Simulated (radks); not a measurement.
Values are calculated unless marked as measured or tabulated.
Neutral cerium inside a hard spherical wall (all orbitals vanish at R), configuration held at [Xe] 4f1 5d1 6s2 and not refilled when levels cross. Code: a radial shooting solver on a logarithmic mesh with Libxc functionals. Model: scalar-relativistic Kohn-Sham, LDA (Slater exchange, VWN5 correlation), spin-polarised, spherical densities, finite nucleus; open shells are filled with parallel spins first (spin-orbit coupling, left out, can overturn this in heavy ions); Fermi nuclear charge, rms radius 4.8771 fm. Eigenvalues in eV for spin up, with the zero of energy where the potential of the charges vanishes at infinity; a dash marks a level that is unbound or too diffuse for the functional's potential to be trusted. A positive occupied level is held by the wall or, in an anion where self-interaction has pushed it up, behind a barrier. The pressure on the wall is -dE/dV.

\begin{tabular}{lrrrrrrrrr}
R (bohr) & E (hartree) & kinetic (hartree) & e(5p) & e(4f) & e(6s) & e(5d) & e(6p, empty) & e(7s, empty) & pressure (GPa) \\ \hline
free & -8853.5051 & 9380.643 & -23.606 & -5.939 & -4.028 & -3.425 & -1.481 & -0.097 & 0 \\
20 & -8853.5051 & 9380.643 & -23.606 & -5.938 & -4.028 & -3.425 & -1.481 & 0.019 & < 0.0001 \\
15 & -8853.5051 & 9380.643 & -23.603 & -5.936 & -4.026 & -3.422 & -1.470 & 0.357 & 0.000226 \\
12 & -8853.5047 & 9380.648 & -23.568 & -5.900 & -3.998 & -3.392 & -1.393 & 1.148 & 0.00744 \\
10 & -8853.5018 & 9380.672 & -23.419 & -5.747 & -3.876 & -3.262 & -1.136 & 2.629 & 0.0753 \\
8 & -8853.4827 & 9380.792 & -22.835 & -5.137 & -3.321 & -2.747 & -0.166 & 6.558 & 0.778 \\
6 & -8853.3548 & 9381.377 & -20.954 & -3.094 & -0.801 & -0.918 & 3.709 & 18.698 & 9.47 \\
5 & -8853.0961 & 9382.401 & -18.850 & -0.669 & 3.299 & 1.485 & 9.536 & 34.326 & 40.0 \\
3 & -8848.4936 & 9399.277 & -1.097 & 19.619 & 53.948 & 25.483 & 70.916 & 166.05 & 2020 \\
2.5 & -8842.0340 & 9420.599 & 17.499 & 36.859 & 108.50 & 50.470 & 131.57 & 282.52 & 7600 \\
\end{tabular}
